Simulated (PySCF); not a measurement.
An excited-state job on `c1(sc2c([se]cc2)c1)O`.

Computed with TDDFT wB97X-D/def2-SVPD, vertical, gas phase, core orbitals frozen in the response (PySCF 2.14.0, density-fitted response routines). Geometry: GFN2-xTB. A driver script takes a list of jobs; this job's settings line and coordinates (Å) are shown.

Input:
```
{"job": {"kind": "uv", "xc": "wB97X-D", "basis": "def2-SVPD", "nstates": 8, "ntriplets": 3}, "charge": 0, "multiplicity": 1}
O      3.298866     0.179972     0.186592
C      1.957905     0.094644     0.099500
C      1.264762    -0.759370    -0.698946
C     -0.129817    -0.584854    -0.546376
Se    -1.646744    -1.368895    -1.291036
C     -2.636144    -0.203498    -0.212612
C     -1.867420     0.610017     0.554502
C     -0.486277     0.396442     0.366294
S      0.921295     1.132518     1.061014
H      3.559793     0.854453     0.823968
H      1.732175    -1.468376    -1.355869
H     -3.710177    -0.225184    -0.241160
H     -2.262603     1.342616     1.236401
```

**Question.** What does the run print?

**Answer.** 
```
coarse grid: 59800 points
cycle   1  E = -3105.2296512603  dE =  1.369e+00  |g| = 5.982e-01  |ddm| = 8.333e+00
cycle   2  E = -3105.2399919629  dE = -1.034e-02  |g| = 6.237e-01  |ddm| = 2.169e+00
cycle   3  E = -3105.3101952961  dE = -7.020e-02  |g| = 6.285e-02  |ddm| = 1.232e+00
cycle   4  E = -3105.3111356309  dE = -9.403e-04  |g| = 2.474e-02  |ddm| = 2.140e-01
cycle   5  E = -3105.3112755443  dE = -1.399e-04  |g| = 9.857e-03  |ddm| = 1.069e-01
cycle   6  E = -3105.3113021896  dE = -2.665e-05  |g| = 3.042e-03  |ddm| = 3.014e-02
cycle   7  E = -3105.3113051874  dE = -2.998e-06  |g| = 1.163e-03  |ddm| = 1.235e-02
final grid: 124768 points
cycle   8  E = -3105.3104517107  dE = -1.939e-06  |g| = 1.511e-03  |ddm| = 2.917e-02
cycle   9  E = -3105.3104514312  dE =  2.795e-07  |g| = 1.885e-03  |ddm| = 9.104e-03
cycle  10  E = -3105.3104523674  dE = -9.362e-07  |g| = 1.622e-04  |ddm| = 5.480e-03
cycle  11  E = -3105.3104523786  dE = -1.119e-08  |g| = 8.338e-05  |ddm| = 7.941e-04
cycle  12  E = -3105.3104523825  dE = -3.895e-09  |g| = 2.725e-05  |ddm| = 3.350e-04
cycle  13  E = -3105.3104523830  dE = -5.111e-10  |g| = 1.297e-05  |ddm| = 1.037e-04
converged SCF energy = -3105.3104523830

Static polarisability (au): isotropic 115.418, principal 69.421 117.121 159.712

Singlet excitations
state   eV       nm        f      main configurations
  1   4.6495    266.7   0.00161   H->L+1 0.83
  2   4.6531    266.5   0.24190   H->L 0.95
  3   4.9576    250.1   0.00013   H->L+2 0.60, H-1->L+2 0.13, H-1->L+1 0.11
  4   5.1602    240.3   0.12997   H-1->L 0.90
  5   5.1651    240.0   0.00270   H-1->L+1 0.33, H->L+2 0.26, H-1->L+2 0.21
  6   5.4036    229.4   0.00022   H-1->L+2 0.45, H-1->L+1 0.27, H-2->L+1 0.08
  7   5.8433    212.2   0.00069   H->L+4 0.37, H->L+3 0.35, H->L+6 0.14
  8   5.8474    212.0   0.00094   H->L+5 0.82

Triplet excitations (Tamm-Dancoff, eV): 3.1180 4.1552 4.4548
```

The SCF starts on a coarse grid where the log names one; the energy can jump when the final grid takes over, and dE then counts from the start density on the new grid. H and L stand for HOMO and LUMO; the number after each pair is its weight.

**Question.** Which computed singlet has the largest oscillator strength, and what do all of them sum to?

**Answer.** State 2 at 4.65 eV (266 nm), f = 0.242; the 8 states sum to 0.378.

**Question.** Give S1 in cm⁻¹ and kJ/mol.

**Answer.** 4.6495 eV × 8065.54 = 37501 cm⁻¹; × 96.485 = 448.6 kJ/mol.

Main results: HOMO -7.62 eV, LUMO 0.85 eV; lowest singlet 4.65 eV; lowest triplet 3.12 eV (Tamm–Dancoff); mean polarisability 115.4 au.

 Relativistic effects, spin–orbit coupling among them, are left out although an element past zinc is present.

Time: 1.7 min of wall time. Hardware: one thread of an Arm Neoverse V1 (shared host).

One conformer stands for the species.
Labels such as C1 count atoms from 1, the log's own numbers from 0.

Note: wB97X-D ran without an empirical dispersion term, which enters the total energy and its gradient alone.
